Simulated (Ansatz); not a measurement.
RuO3(NH) (RuNO₃H). Total charge 0; singlet. Geometry PBE0-D4/def2-SVP.

```csv
atom,x (Å),y (Å),z (Å)
Ru1,-0.082,0.423,0.051
O2,-1.013,0.358,1.440
O3,1.065,1.629,0.145
O4,-1.113,0.662,-1.245
N5,0.755,-1.060,-0.148
H6,0.387,-2.013,-0.243
```

In the def2 sets Ru takes a core potential; there is no spin–orbit coupling. The restricted singlet is unstable towards broken spin symmetry at other levels; at PBE-D4/def2-TZVP, PBE-D4/def2-TZVPD, BLYP-D4/def2-TZVP, PBE0-D4/def2-TZVP and others this wasn't settled.

(1) Estimate the orbital energies around the gap (eV) in Ansatz with PBE-D4/def2-TZVP, PBE-D4/def2-TZVPD, BLYP-D4/def2-TZVP, PBE0-D4/def2-TZVP, CAM-B3LYP-D4/def2-TZVP.

Answers

(1) 
| orbital | PBE-D4/def2-TZVP | PBE-D4/def2-TZVPD | BLYP-D4/def2-TZVP | PBE0-D4/def2-TZVP | CAM-B3LYP-D4/def2-TZVP |
| --- | --- | --- | --- | --- | --- |
| HOMO−5 | -9.44 | -9.47 | -9.34 | -11.05 | -12.51 |
| HOMO−4 | -8.96 | -8.99 | -8.86 | -10.52 | -11.99 |
| HOMO−3 | -8.93 | -8.95 | -8.82 | -10.50 | -11.96 |
| HOMO−2 | -8.36 | -8.39 | -8.25 | -9.88 | -11.27 |
| HOMO−1 | -7.99 | -8.03 | -7.89 | -9.50 | -10.90 |
| HOMO | -7.71 | -7.74 | -7.61 | -9.09 | -10.43 |
| LUMO | -5.20 | -5.24 | -5.13 | -4.75 | -3.78 |
| LUMO+1 | -4.79 | -4.83 | -4.72 | -4.33 | -3.37 |
| LUMO+2 | -3.00 | -3.04 | -2.96 | -2.29 | -1.31 |
| LUMO+3 | -2.69 | -2.72 | -2.65 | -1.98 | -1.01 |
| LUMO+4 | -2.61 | -2.66 | -2.57 | -1.87 | -0.90 |
| LUMO+5 | -0.59 | -0.80 | -0.65 | 0.08 | 0.68 |
